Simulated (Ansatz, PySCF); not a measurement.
This singlet lies 1.34 eV below the relaxed triplet at the level frozen-core CCSD(T)/aug-cc-pVTZ // PBE0-D3(BJ)/def2-TZVPD (Ansatz, a quantum-chemistry and plane-wave program).

# CH$_{3}$AlCl, SMILES `[Cl][Al-][CH3]` (lower singlet) (charge -1, multiplicity 1)

All values below come from PBE0-D3(BJ)/def2-TZVPD (PySCF 2.14.0).

The HOMO is -0.10 eV, the total energy is -20200.42 eV and the cost is very roughly 27 core-seconds.

```xyz
6

C     -0.6512    -0.0130    -0.0246
Al     1.0158    -1.1433    -0.3284
Cl     2.5291     0.4972     0.2370
H     -0.6320     0.8762    -0.6712
H     -1.5780    -0.5652    -0.2263
H     -0.6838     0.3482     1.0136
```
Charge -1, spin multiplicity 1.
